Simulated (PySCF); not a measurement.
CH5BFN, singlet, at a GFN2-xTB geometry; PySCF with SA2-CASSCF(4,4)/STO-3G.

The PySCF input:
```python
from pyscf import gto, scf, mcscf
import numpy

mol = gto.M(
    atom='''
B    -0.251995    0.762312    0.199311
F     0.424424    1.433173    1.138000
H    -1.173623    1.277239   -0.304616
N     0.188179   -0.507248   -0.115202
C    -0.361861   -1.427276   -1.081634
H     0.994188   -0.877345    0.369022
H    -0.683242   -2.353369   -0.597634
H     0.378336   -1.675838   -1.846824
H    -1.221590   -0.966413   -1.562282
''',
    basis='sto-3g',
    charge=0,
    spin=0,
    verbose=4,
)

mf = scf.RHF(mol)
mf.kernel()
mc = mcscf.CASSCF(mf, 4, 4)
mc.fix_spin_(ss=0.0)
mc = mc.state_average_([0.5, 0.5])
mc.kernel()
```

### Question
Write the output that PySCF gives for this input, abridged.

### Answer

```
PySCF version 2.14.0

[INPUT] verbose = 4
[INPUT] num. atoms = 9
[INPUT] num. electrons = 32
[INPUT] charge = 0
[INPUT] spin (= nelec alpha-beta = 2S) = 0
[INPUT] symmetry False subgroup None
[INPUT] Mole.unit = angstrom
[INPUT] Symbol           X                Y                Z      unit          X                Y                Z       unit  Magmom
[...]
nuclear repulsion = 112.795023963248
number of shells = 17
number of NR pGTOs = 75
number of NR cGTOs = 25
basis = sto-3g
ecp = {}

******** <class 'pyscf.scf.hf.RHF'> ********
method = RHF
initial guess = minao
damping factor = 0
level_shift factor = 0
DIIS = <class 'pyscf.scf.diis.CDIIS'>
diis_start_cycle = 1
diis_space = 8
diis_damp = 0
SCF conv_tol = 1e-09
SCF conv_tol_grad = None
SCF max_cycles = 50
direct_scf = True
direct_scf_tol = 1e-13
Set gradient conv threshold to 3.16228e-05
Initial guess from minao.
init E= -217.052282105683
[...]
cycle= 1 E= -216.493837345529  delta_E= 0.558  |g|= 0.404  |ddm|= 3.48
[...]
cycle= 2 E= -216.558759016062  delta_E= -0.0649  |g|= 0.0961  |ddm|= 0.685
[...]
cycle= 3 E= -216.562100887815  delta_E= -0.00334  |g|= 0.0238  |ddm|= 0.143
[...]
cycle= 4 E= -216.562392686159  delta_E= -0.000292  |g|= 0.00351  |ddm|= 0.0519
[...]
cycle= 5 E= -216.56240089086  delta_E= -8.2e-06  |g|= 0.00142  |ddm|= 0.00721
[...]
cycle= 6 E= -216.562402117785  delta_E= -1.23e-06  |g|= 0.000311  |ddm|= 0.00318
[...]
cycle= 7 E= -216.562402184815  delta_E= -6.7e-08  |g|= 4.58e-05  |ddm|= 0.000787
[...]
cycle= 8 E= -216.562402186418  delta_E= -1.6e-09  |g|= 1e-05  |ddm|= 0.000117
[...]
cycle= 9 E= -216.56240218648  delta_E= -6.2e-11  |g|= 2.89e-06  |ddm|= 2.15e-05
[...]
Extra cycle  E= -216.562402186486  delta_E= -6.03e-12  |g|= 1.18e-06  |ddm|= 5.2e-06
converged SCF energy = -216.562402186486

******** <class 'pyscf.mcscf.addons.StateAverageCASSCF'> ********
CAS (2e+2e, 4o), ncore = 14, nvir = 7
max_cycle_macro = 50
max_cycle_micro = 4
conv_tol = 1e-07
conv_tol_grad = None
orbital rotation max_stepsize = 0.02
orbital rotation threshold for CI restart = 0.01
augmented hessian ah_max_cycle = 30
augmented hessian ah_conv_tol = 1e-12
augmented hessian ah_linear dependence = 1e-14
augmented hessian ah_level shift = 1e-08
augmented hessian ah_start_tol = 2.5
augmented hessian ah_start_cycle = 3
augmented hessian ah_grad_trust_region = 3
kf_trust_region = 3
kf_interval = 4
ci_response_space = 4
ci_grad_trust_region = 3
with_dep4 0
natorb = False
canonicalization = True
sorting_mo_energy = False
[...]
CASCI E = -216.365852268993  S^2 = 0.0000000
[...]
               |grad[o]|=0.004  |ddm|=0.00373  |maxRot[o]|=0.048
macro iter   8 ( 21 JK    4 micro), CASSCF E = -216.391538240719  dE = -5.06729996e-04  S^2 = 0.0000000
               |grad[o]|=0.00336  |ddm|=0.00237  |maxRot[o]|=0.0875
macro iter   9 ( 20 JK    4 micro), CASSCF E = -216.391604481891  dE = -6.62411715e-05  S^2 = 0.0000000
               |grad[o]|=0.0026  |ddm|=0.00191  |maxRot[o]|=0.0148
macro iter  10 ( 21 JK    4 micro), CASSCF E = -216.391603097450  dE =  1.38444091e-06  S^2 = 0.0000000
               |grad[o]|=0.00232  |ddm|=0.00124  |maxRot[o]|=0.000511
macro iter  11 ( 21 JK    4 micro), CASSCF E = -216.391774244117  dE = -1.71146667e-04  S^2 = 0.0000000
               |grad[o]|=0.00235  |ddm|=0.0013  |maxRot[o]|=0.0413
macro iter  12 ( 11 JK    3 micro), CASSCF E = -216.391968683728  dE = -1.94439612e-04  S^2 = 0.0000000
               |grad[o]|=0.00188  |ddm|=0.000727  |maxRot[o]|=0.066
macro iter  13 ( 21 JK    4 micro), CASSCF E = -216.391966699166  dE =  1.98456212e-06  S^2 = 0.0000000
               |grad[o]|=0.00119  |ddm|=0.000177  |maxRot[o]|=0.00255
macro iter  14 ( 21 JK    4 micro), CASSCF E = -216.392031255416  dE = -6.45562497e-05  S^2 = 0.0000000
               |grad[o]|=0.00128  |ddm|=0.00012  |maxRot[o]|=0.0342
macro iter  15 (  9 JK    2 micro), CASSCF E = -216.392065114184  dE = -3.38587683e-05  S^2 = 0.0000000
               |grad[o]|=0.000861  |ddm|=5.06e-05  |maxRot[o]|=0.0283
macro iter  16 ( 11 JK    3 micro), CASSCF E = -216.392084964073  dE = -1.98498893e-05  S^2 = 0.0000000
               |grad[o]|=0.000566  |ddm|=0.000302  |maxRot[o]|=0.0386
macro iter  17 (  3 JK    1 micro), CASSCF E = -216.392085274838  dE = -3.10764534e-07  S^2 = 0.0000000
               |grad[o]|=7.88e-05  |ddm|=7.62e-05  |maxRot[o]|=0.00531
macro iter  18 (  1 JK    1 micro), CASSCF E = -216.392085274875  dE = -3.69766440e-11  S^2 = 0.0000000
               |grad[o]|=1.5e-05  |ddm|=6.4e-06  |maxRot[o]|=    0
1-step CASSCF converged in  18 macro (306 JK  62 micro) steps
CASSCF canonicalization
Density matrix diagonal elements [1.49666805 1.97664205 0.52333577 0.00335414]
CASSCF energy = -216.392085274875
CASCI E = -216.392085274875  E(CI) = -6.09905384047201  S^2 = 0.0000000
CASCI state-averaged energy = -216.392085274875
CASCI energy for each state
  State 0 weight 0.5  E = -216.556670605572 S^2 = 0.0000000
  State 1 weight 0.5  E = -216.227499944178 S^2 = 0.0000000
```
